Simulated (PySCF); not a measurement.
Trends in electronic spectra. The calculation used TDDFT B3LYP/def2-SVPD, vertical, gas phase, core orbitals frozen in the response in PySCF. Geometries: GFN2-xTB; one conformer of each isolated species. Triplets are in the Tamm–Dancoff approximation. Ions are computed without counter-ions or solvent.

Task: Rank by computed lowest singlet excitation energy, highest first.
A. `[SiH3]O[SiH2]O[SiH2]CCl`
B. `[P@H](CCC#N)(=S)C`
C. `[SiH3]OC[SiH2]O[SiH2]Cl`
D. `Cl[Si@@](OC)(O[SiH3])[SiH3]`
E. `C[PH2+]c1ccccn1`
F. `O[SiH2]O[Si@@](C)([SiH3])Cl`
G. `CO[Si@@H](O[SiH3])[SiH2]Cl`

Result: D (6.81 eV), C (6.64 eV), F (6.49 eV), A (6.33 eV), G (6.01 eV), B (5.54 eV), E (4.64 eV).

| SMILES | S1 (eV) | gap (eV) | α (au) | f (S1) | LUMO (eV) | S1 mainly |
| --- | --- | --- | --- | --- | --- | --- |
| CO[Si@]([SiH3])(Cl)O[SiH3] | 6.81 | 7.68 | 111.7 | 0.040 | -0.33 | H→L (89%) |
| [SiH3]OC[SiH2]O[SiH2]Cl | 6.64 | 7.62 | 106.1 | 0.011 | -0.29 | H→L (96%) |
| C[Si@]([SiH3])(Cl)O[SiH2]O | 6.49 | 7.40 | 111.2 | 0.047 | -0.43 | H→L (94%) |
| [SiH3]O[SiH2]O[SiH2]CCl | 6.33 | 7.27 | 106.2 | 0.011 | -0.57 | H→L (85%) |
| CO[Si@@H](O[SiH3])[SiH2]Cl | 6.01 | 6.98 | 110.3 | 0.010 | -0.69 | H→L (61%) |
| C[P@H](=S)CCC#N | 5.54 | 6.39 | 97.5 | 0.003 | -0.24 | H→L (35%) |
| C[PH2+]c1ccccn1 | 4.64 | 5.96 | 92.1 | 0.002 | -5.86 | H→L (99%) |

H and L stand for HOMO and LUMO.

- `CO[Si@]([SiH3])(Cl)O[SiH3]`: Löwdin shares by element: HOMO silicon 34% or more, oxygen 30% or more, chlorine 9% (atoms not listed hold the other 27%); LUMO silicon 51%, chlorine 8% (atoms not listed hold the other 40%).
- `[SiH3]OC[SiH2]O[SiH2]Cl`: Löwdin shares by element: HOMO oxygen 36%, carbon 23%, silicon 14% or more (atoms not listed hold the other 27%); LUMO silicon 43%, hydrogen 8% or more (atoms not listed hold the other 49%).
- `C[Si@]([SiH3])(Cl)O[SiH2]O`: Löwdin shares by element: HOMO silicon 37% or more, oxygen 16% or more, chlorine 13% (atoms not listed hold the other 34%); LUMO silicon 48% or more, chlorine 13%, oxygen 6% or more (atoms not listed hold the other 33%).
- `[SiH3]O[SiH2]O[SiH2]CCl`: Löwdin shares by element: HOMO chlorine 50%, carbon 20%, silicon 9% or more, oxygen 8% or more; LUMO silicon 38%, chlorine 13% (atoms not listed hold the other 50%).
- `CO[Si@@H](O[SiH3])[SiH2]Cl`: Löwdin shares by element: HOMO silicon 35% or more, chlorine 19%, oxygen 12% or more (atoms not listed hold the other 34%); LUMO (one of a set within 0.03 eV) silicon 51% or more, hydrogen 18% or more (atoms not listed hold the other 31%).
- `C[P@H](=S)CCC#N`: Löwdin shares by element: HOMO sulfur 74%, phosphorus 17%; LUMO carbon 38% or more, hydrogen 13% or more (atoms not listed hold the other 49%).
- `C[PH2+]c1ccccn1`: Löwdin shares by element: HOMO nitrogen 56%, carbon 26% or more (atoms not listed hold the other 18%); LUMO carbon 36% or more, nitrogen 15%, phosphorus 13% (atoms not listed hold the other 36%).
